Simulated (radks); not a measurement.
The numbers below are computed, except where a source is named.
Problem. The mean radii <r> (bohr) of the occupied orbitals of an atom or ion are listed with their occupations. Code: a radial shooting solver on a logarithmic mesh with Libxc functionals. Model: Dirac Kohn-Sham, LDA (Slater exchange, VWN5 correlation), spin-unpolarised, spherical densities, finite nucleus; Fermi nuclear charge, rms radius of each element as measured or else 0.836 A^(1/3) + 0.57 fm.

| orbital | occ. | <r> |
|---|---|---|
| 1s1/2 | 2 | 0.1762 |
| 2s1/2 | 1 | 0.8190 |
| 2p1/2 | 1 | 0.7405 |
| 3d3/2 | 1 | 1.949 |

Name the element and its charge. Open shells, if any, fill j = l - 1/2 first.

Solution. Z = 9, fluorine, charge +4: F4+ in [He] 2s1 2p1 3d1. The 1s radius gives Z: for a bare nucleus <r> = (2 gamma + 1)/(2Z) with gamma = sqrt(1 - (Z/c)^2), 0.1664 bohr for Z = 9, and screening makes it slightly larger (0.1762 here). The occupations add up to 5, and the charge is Z minus that.
